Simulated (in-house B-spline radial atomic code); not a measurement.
A fraction x of an electron is removed from 3p in Cl⁺, starting from [Ne] 3s2 3p4 and keeping the highest spin. Level of theory: scalar-relativistic (X2C) r2SCAN, spin-polarised, spherical fractional occupations, Fermi nucleus of rms radius 3.3654 fm; calculated with an all-electron radial atomic-structure program (B-spline basis).

```
   x  E(x) - E(0) (eV)  3p down level (eV)
   0            0.0000             -18.096
0.03            0.5475             -18.405
0.16            3.0275             -19.750
0.35            6.9680             -21.731
0.46            9.4218             -22.883
 0.5           10.3455             -23.302
0.57           12.0023             -24.035
0.64           13.7103             -24.767
0.86           19.4123             -27.070
0.96           22.1722             -28.136
   1           23.3067                   -
```

The exact functional would give a straight line between the two integer points. Deviations E(x) - E(0) - x[E(1) - E(0)], in eV: -0.152 at x = 0.03, -0.702 at x = 0.16, -1.189 at x = 0.35, -1.299 at x = 0.46, -1.308 at x = 0.5, -1.283 at x = 0.57, -1.206 at x = 0.64, -0.631 at x = 0.86, -0.202 at x = 0.96.

The curve lies below the straight line by up to 1.308 eV (at x = 0.5): convex, the delocalisation error that favours fractional charges.

Question: How well does Slater's transition state (minus the level at half occupation) give the ionisation energy?

Answer: It gives 23.302 eV against 23.307 eV from the two total energies; NIST lists 23.81 eV, ground level to ground level.
